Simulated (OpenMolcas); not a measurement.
# Ionisation energies of oxygen

* Program: OpenMolcas 26.06
* Basis: ANO-R2 [4s4p2d1f]
* Scalar Hamiltonian: X2C, finite nucleus
* Spin-orbit coupling: RASSI with atomic mean-field integrals over the reference wave functions, term energies averaged over their components

Active shells in each charge state: the valence s, p shells, with orbitals averaged over the low states. Where CASPT2's correlated closed shells are named, they are those of the first ion.

A. CASSCF
B. SS-CASPT2, IPEA 0.25 Eh, imaginary shift 0.1 Eh (closed shells correlated: 1s)
C. SS-CASPT2, IPEA 0 Eh, imaginary shift 0.1 Eh (closed shells correlated: 1s)

Energies in eV between the lowest computed levels (charge -1 gives the electron affinity), named as in B; reference values from the NIST Atomic Spectra Database with their kind.

```json
{"From": "O- 2s2 2p5 2P* 3/2", "To": "O 2s2 2p4 3P2", "A": "-0.744", "B": "0.939", "C": "0.894", "Spin-orbit share in B": "-0.002", "Reference": ""}
{"From": "O 2s2 2p4 3P2", "To": "O+ 2s2 2p3 4S* 3/2", "A": "11.877", "B": "13.261", "C": "13.243", "Spin-orbit share in B": "+0.009", "Reference": "13.618 (measured)"}
{"From": "O+ 2s2 2p3 4S* 3/2", "To": "O2+ 2s2 2p2 3P0", "A": "33.927", "B": "34.998", "C": "35.059", "Spin-orbit share in B": "-0.026", "Reference": "35.121 (measured)"}
{"From": "O2+ 2s2 2p2 3P0", "To": "O3+ 2s2 2p 2P* 1/2", "A": "53.710", "B": "54.700", "C": "54.754", "Spin-orbit share in B": "-0.004", "Reference": "54.936 (semi-empirical)"}
{"From": "O3+ 2s2 2p 2P* 1/2", "To": "O4+ 2s2 1S0", "A": "76.095", "B": "77.077", "C": "77.125", "Spin-orbit share in B": "+0.030", "Reference": "77.413 (measured)"}
{"From": "O4+ 2s2 1S0", "To": "O5+ 2s 2S 1/2", "A": "113.784", "B": "113.828", "C": "113.828", "Spin-orbit share in B": "+0.000", "Reference": "113.899 (measured)"}
{"From": "O5+ 2s 2S 1/2", "To": "O6+ 1s2 1S0", "A": "137.968", "B": "138.020", "C": "138.020", "Spin-orbit share in B": "+0.000", "Reference": "138.119 (semi-empirical)"}
```

Error against the reference values, in %:

| From | Reference | A | B | C |
| --- | --- | --- | --- | --- |
| O | measured | -12.8 | -2.6 | -2.8 |
| O+ | measured | -3.4 | -0.4 | -0.2 |
| O2+ | semi-empirical | -2.2 | -0.4 | -0.3 |
| O3+ | measured | -1.7 | -0.4 | -0.4 |
| O4+ | measured | -0.1 | -0.1 | -0.1 |
| O5+ | semi-empirical | -0.1 | -0.1 | -0.1 |

Mean absolute error over the 4 measured values: A 1.09 eV, B 0.22 eV, C 0.20 eV.

No diffuse functions were added, so the electron affinity comes out too small, and without dynamic correlation a bound anion can come out unbound.

* marks odd parity.
